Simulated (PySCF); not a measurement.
# Ru²⁺: excitation energy

Ru²⁺ [Kr] 4d6 (5D) → Ru²⁺ [Kr] 4d5 5s1 (7S), as a difference of total energies. All numbers are calculated (PySCF 2.14, a scalar-relativistic core potential, in def2-TZVPPD with the def2 core potential (28 electrons)). Correlated levels: valence and next inner shell: nothing frozen outside the core potential. The calculations carry no spin-orbit coupling.

```tsv
method	excitation energy (eV)
UHF	2.533
MP2 (valence and next inner shell)	2.753
SCS-MP2 (valence and next inner shell)	3.132
CCSD (valence and next inner shell)	2.896
CCSD(T) (valence and next inner shell)	2.897
```

How much does correlation contribute at CCSD(T) (valence and next inner shell)?

2.897 − (2.533) = 0.364 eV, measured against UHF.
